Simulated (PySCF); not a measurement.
## [Eu(SH)2]+ at several levels of theory

Computed with PySCF 2.14.0 (density fitting, no spin-orbit coupling) at the geometry relaxed with PBE0:

```xyz
5
[Eu(SH)2]+ (singlet in the valence; each metal's 4f electrons, 6 of them, lie in its core potential, out of spins and levels)
Eu    0.0000    0.0000   -0.7783
S     1.8950   -0.0872    0.8643
H     2.8749   -0.2269   -0.0676
S    -1.8950    0.0872    0.8643
H    -2.8749    0.2269   -0.0676
```

| level | basis | state | HOMO (eV) | gap (eV) | charge on Eu1 (e) | population of f-type functions on Eu1 (polarisation alone where 4f lies in the core) | dipole about the centre of mass (D) | largest force component (eV/Å) |
| --- | --- | --- | --- | --- | --- | --- | --- | --- |
| PBE0 | Eu lcecp-1-SVP with ECP52, S def2-SVP, H def2-SVP | singlet | -12.10 | 4.75 | 1.11 | 0.04 | 7.61 | 0.02 |
| HF | the same | singlet | -14.42 | 9.23 | 1.38 | 0.04 | 9.28 | 0.81 |
| PBE0 | Eu lcecp-1-TZVP with ECP52, S def2-TZVP, H def2-TZVP | singlet | -12.03 | 4.77 | 1.39 | 0.04 | 7.26 | 0.19 |

In the lcecp rows the 4f levels are missing from HOMO and gap, and the state counts the valence alone.

Charges are Mulliken's, which hang on the basis. The relaxation used the grid (50, 194), these runs (75, 302) or, all-electron (x2c bases, spin-free X2C Hamiltonian), (99, 590).

**Question.** What does TPSSh with Eu lcecp-1-SVP with ECP52, S def2-SVP, H def2-SVP give here?

**Answer.** state singlet, HOMO (eV) -11.51, gap (eV) 3.92, charge on Eu1 (e) 1.13, population of f-type functions on Eu1 (polarisation alone where 4f lies in the core) 0.03, dipole about the centre of mass (D) 7.56, largest force component (eV/Å) 0.29. Time: 4.3 s on 2 threads of Arm Neoverse V2, on a shared host, from an already converged density.

In the first row's basis the gap widens with exact exchange: 3.9 to 4.7 eV for TPSSh, PBE0 (a fixed share); 9.2 eV for Hartree–Fock (rising or full at long range).

An lcecp potential fixes the number of 4f electrons, so in runs with it no electron can move into or out of that shell.
